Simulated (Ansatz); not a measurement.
Fe2S, relaxed as a quintet with UKS B3LYP-D4/def2-TZVP in Ansatz, starting from the B3LYP-D4/def2-TZVP geometry of the neutral singlet. Force threshold 0.02 eV/Å.

The charge 0 quintet is spin-contaminated (final ⟨S²⟩ up to 7.32, 6.00 for a pure state). The relaxation made no stability test and no search for a lower SCF solution. At B3LYP-D4/def2-TZVP a triplet of charge 0 lies 0.19 eV below the quintet, each at its own geometry. The structure comes from a short search, and lower isomers may exist.

Start:

```xyz
3

Fe    1.121   -0.310   -0.493
Fe   -0.214    0.122    1.239
S    -0.907    0.188   -0.746
```

(1) Estimate the energy that the relaxation releases and the steps that it takes.

(2) Does the start keep its bonding and symmetry?

(3) Predict the relaxed structure.

## Answers

(1) 0.9 kcal/mol, in 4 steps; 33 s on 4 threads of AMD EPYC 7B13 on a shared host. No frequencies were taken in this run, so the end may be a saddle point.

(2) By distances, no bond broke or formed. The bond that changes most is Fe1–S3, from 2.10 to 2.16 Å (atoms count from 1). Point group C2v at the start, C2v at the end, both within 0.05 Å.

(3) 
```xyz
3

Fe    1.1466   -0.3173   -0.5013
Fe   -0.2153    0.1244    1.2666
S    -0.9313    0.1929   -0.7652
```
Bond lengths (bridged metal pairs left out): 2 × Fe–S 2.16 Å.
